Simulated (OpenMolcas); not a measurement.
**Mn4+, Tc4+, Re4+: d³ down the group**

* Program: OpenMolcas 26.06
* Method: CASSCF
* Basis: ANO-R2
* Scalar Hamiltonian: X2C, finite nucleus
* Spin-orbit coupling: RASSI with atomic mean-field integrals over the reference wave functions, term energies averaged over their components

Active space for each ion: 3 electrons in 5 orbitals (d).

Computed levels in cm-1 above ⁴F_3/2:

```tsv
Level	Mn4+	Tc4+	Re4+
⁴F_5/2	364	1031	4648
⁴F_7/2	859	2337	8985
⁴F_9/2	1475	3823	12455
⁴P_1/2	20528	14860	17075
⁴P_3/2	20679	14918	15274
²G_7/2	21020	16329	21332
⁴P_5/2	21111	16479	23227
²G_9/2	21527	17202	32928
²P_1/2	27703	21239	28039
weight of ⁴F in the lowest level (%)	100	99	89
```

Mixed levels, with the weight of the term that names them: Re4+ ⁴F_9/2 (74 %), Re4+ ⁴P_3/2 (54 %), Re4+ ²G_9/2 (55 %).

Measured, with the error of the calculation in %. Measured levels: Mn4+ from Corliss and Sugar, J. Phys. Chem. Ref. Data 6, 1253 (1977); Re4+ from the list in Brasseur, Gamrath and Quinet, At. Data Nucl. Data Tables 157, 101636 (2024).

```json
{"Level": "⁴F_5/2", "Mn4+": "359 (+1.3)", "Re4+": "4853 (-4.2)"}
{"Level": "⁴F_7/2", "Mn4+": "835 (+2.9)", "Re4+": "8973 (+0.1)"}
{"Level": "⁴F_9/2", "Mn4+": "1412 (+4.4)", "Re4+": "11914 (+4.5)"}
{"Level": "⁴P_1/2", "Mn4+": "16434 (+24.9)", "Re4+": "14325 (+19.2)"}
{"Level": "⁴P_3/2", "Mn4+": "16595 (+24.6)", "Re4+": ""}
{"Level": "²G_7/2", "Mn4+": "17892 (+17.5)", "Re4+": "19013 (+12.2)"}
{"Level": "⁴P_5/2", "Mn4+": "17049 (+23.8)", "Re4+": "20922 (+11.0)"}
{"Level": "²G_9/2", "Mn4+": "18399 (+17.0)", "Re4+": "30366 (+8.4)"}
{"Level": "²P_1/2", "Mn4+": "23082 (+20.0)", "Re4+": "23669 (+18.5)"}
```

The fine-structure level ⁴F_9/2 changes by a factor of 8.44 from Mn4+ to Re4+.

Without spin-orbit coupling ⁴P lies 20050, 13658, 12643 cm-1 above ⁴F in that order; the difference to the level ⁴P_1/2, of either sign, comes from spin-orbit coupling, which also lowers the zero.

Without dynamic correlation excited terms often stand tens of per cent too high (terms of higher spin than the ground term too low), and those without a measured partner can miss by more than the paired ones. Computed and measured levels are paired by configuration, term and J; levels that our copy of the source lacks, or whose pairing is in doubt (as where it misses far off the trend of its configuration), stay unpaired and out of the deviations. Only configurations of the active space appear.
